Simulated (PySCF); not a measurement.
# Bond length, frequency and bond energy of RbBe⁺ by level of theory

State: ¹Σ⁺ (singlet), closed shell. Set-up: Rb def2-SVP with ECP28, Be def2-SVP; scalar-relativistic core potentials (PySCF 2.14). De refers to Rb⁺ + Be in their ground configurations, without counterpoise correction. A positive dipole points towards Be; it is taken about the centre of mass and depends on that origin.

```csv
Level,Re (Å),ωe (cm⁻¹),De (eV),μ (D),"CPU s a point (SCF and correlation, without the integrals)"
RHF-MP2,3.845,105,0.154,n/a,0.026
RHF-SCS-MP2,3.873,102,0.145,n/a,n/a
RHF-CCSD,3.918,91.7,0.111,n/a,n/a
RHF-CCSD(T),3.907,92.7,0.113,n/a,0.35
PBE,3.699,122,0.212,0.67,0.22
PBEsol,3.653,126,0.221,0.76,0.15
r²SCAN,3.770,115,0.177,0.54,0.33
M06-L,3.775,104,0.169,0.51,0.35
PBE0,3.710,120,0.197,0.61,0.39
MN15,3.750,115,0.205,0.50,0.34
```

The bond length runs from 3.653 Å (PBEsol) to 3.918 Å (RHF-CCSD). De spans 0.11 eV (RHF-CCSD, coupled cluster) to 0.22 eV (PBEsol, GGA).

Correlated steps freeze no core orbitals. Closed-shell solutions of metal pairs were not tested for spin polarisation, which can lower them a little. The bond is weak. Basis-set superposition, not corrected here, can be much of De in a small basis, most of all at correlated wavefunction levels. For an ion De counts to the pair picked by the measured ionisation energies or electron affinities, which need not be the lowest pair at this level.

The whole job (state search and all levels along the bond) took about 0.55 min on 1 thread of Arm Neoverse V1 (shared host), peak memory 0.39 GiB.
